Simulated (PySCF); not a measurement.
Q: What does the GFN2-xTB structure of `Cc1c([NH3+])cnn1C(C)C` look like in three dimensions? (Charge +1.)

A: 
```
atom  x, y, z in Å
C1     0.9129    0.9828   -1.6985
C2     0.8444    0.2092   -0.4342
C3     1.8658   -0.3170    0.3532
N4     3.3109   -0.2311    0.1174
C5     1.2318   -0.9528    1.4308
N6    -0.0661   -0.8218    1.3047
N7    -0.2921   -0.1323    0.1980
C8    -1.6656    0.1590   -0.1841
C9    -2.4071   -1.1560   -0.4026
C10   -2.3187    0.9884    0.9168
H11    0.4473    1.9597   -1.5770
H12    0.3882    0.4610   -2.4975
H13    1.9431    1.1335   -2.0106
H14    3.7893   -0.7223    0.8839
H15    3.6297    0.7483    0.1008
H16    3.5709   -0.6764   -0.7742
H17    1.6596   -1.4789    2.2592
H18   -1.6328    0.7303   -1.1155
H19   -2.4034   -1.7348    0.5165
H20   -1.9380   -1.7419   -1.1895
H21   -3.4347   -0.9546   -0.6879
H22   -3.3450    1.2144    0.6458
H23   -1.7868    1.9248    1.0675
H24   -2.3153    0.4283    1.8475
```

Orientation and origin are arbitrary. Atoms count from 1 in this order. C5 (aromatic CH next to a ring nitrogen) is planar (angles 129.5°, 121.3° and 109.2°, sum 360.0°, 0.00 Å off the plane of its three neighbours). The C–C distances run from 1.393 Å (C2–C3, aromatic) to 1.525 Å (C8–C9, drawn single), a spread of 0.132 Å. N7 (pyrrole-type nitrogen) is planar (angles 128.6°, 119.0° and 112.4°, sum 360.0°, 0.00 Å off the plane of its three neighbours). The 5-membered ring C2–C3–C5–N6–N7 has internal angles of 105.0° to 112.4°; it is planar, 0.00 Å rms from its mean plane, widest ring torsion 0°.

Bonds between heavy atoms (Å): C1–C2 1.484, C2–C3 1.393, C3–N4 1.467, C3–C5 1.403, C5–N6 1.311, N6–N7 1.323, N7–C8 1.455, C8–C9 1.525, C8–C10 1.525, C2–N7 1.345.

Structure optimised with GFN2-xTB, isolated species.

Point group: Cs (tolerance 0.08 Å). Stationary, but not proved a minimum. Torsions: N6–N7–C8–C9 -61°.

One conformer stands for the species.

All values are computed, not measured.
